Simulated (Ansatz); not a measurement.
# CH2Br2 (dibromomethane): entropy by statistical mechanics

A singlet with charge 0, relaxed at PBE0-D4/def2-TZVP (Ansatz 0.2.0):

```xyz
5

Br   -0.5824   -0.8733    1.5003
C    -0.1050    0.1241   -0.0720
Br    1.6135   -0.3441   -0.7943
H    -0.0758    1.1733    0.1980
H    -0.8503   -0.0799   -0.8321
```

Harmonic wavenumbers in cm⁻¹: 172, 600, 670, 820, 1123, 1219, 1434, 3147, 3234.

Masses in u: Br 79.904, C 12.011, H 1.008. Take T = 298.15 K, p = 1 bar, R = 8.3145 J/(mol K), kT/hc = 207.22 cm⁻¹, rigid rotor and harmonic oscillator.

Question: Compute the standard molar entropy.

Answer: 
1. Translation (Sackur–Tetrode): S = R[3/2 ln M + 5/2 ln T − 1.1517] with M = 173.835 gives 173.2 J/(mol K).
2. Rotation: principal moments 18.937, 415.820, 431.499 u Å² give A, B, C = 0.8902, 0.0405, 0.0391 cm⁻¹; the symmetry number is σ = 2; q = (√π/σ)√((kT/hc)³/ABC) = 70410; S = R(ln q + 3/2) = 105.3.
3. Vibration: with u = ν̃/207.22, each mode gives R[u/(eᵘ − 1) − ln(1 − e⁻ᵘ)]; the sum is 14.7, most from 172 cm⁻¹ (10.1), 600 cm⁻¹ (1.9), 670 cm⁻¹ (1.4).
4. Electronic: R ln 1 = 0.0, from the spin multiplicity alone.
5. Sum: 173.2 + 105.3 + 14.7 + 0.0 = 293.2 J/(mol K).

The tabulated value is 293.2 J/(mol K) (CRC Handbook of Chemistry and Physics): the model is off by 0.0.
